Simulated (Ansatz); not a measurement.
Computed with Ansatz on PBE0-D4/def2-TZVP structures; ΔE is electronic, products minus reactants. CCSD(T)/CBS is the MP2 limit (def2-TZVPP, def2-QZVPP) plus CCSD(T) − MP2 in def2-TZVPP, frozen cores. One conformer a species, not always the lowest.

Consider the substitution at a C–B bond: `[SiH3]CBC=S` + `OCS` → `S=COCS` + `BC[SiH3]`.

```json
{"species": "`[SiH3]CBC=S`", "CCSD(T)/CBS(def2) energy (Eh)": "-791.93466"}
{"species": "`OCS`", "CCSD(T)/CBS(def2) energy (Eh)": "-513.38917"}
{"species": "`S=COCS`", "CCSD(T)/CBS(def2) energy (Eh)": "-949.19428"}
{"species": "`BC[SiH3]`", "CCSD(T)/CBS(def2) energy (Eh)": "-356.11784"}
```

Task: Work out ΔE.

Result: ΔE = (-949.19428) + (-356.11784) − (-791.93466) − (-513.38917) = 0.01171 Eh = +30.7 kJ/mol.

Largest T1 diagnostic among the species: 0.017.

In def2-TZVPP, CCSD(T) changes the Hartree–Fock value by +13.8 kJ/mol (the triples alone add −0.2 kJ/mol) and MP2 by +13.1 kJ/mol. The D4 term adds +4.8 kJ/mol with B3LYP and +2.6 kJ/mol with PBE0; it sums over pairs of atoms, weighted by their polarisabilities, and B3LYP, whose exchange is more repulsive, gets the larger term.

B3LYP here is the variant with VWN-RPA as its local correlation; programs differ in this.
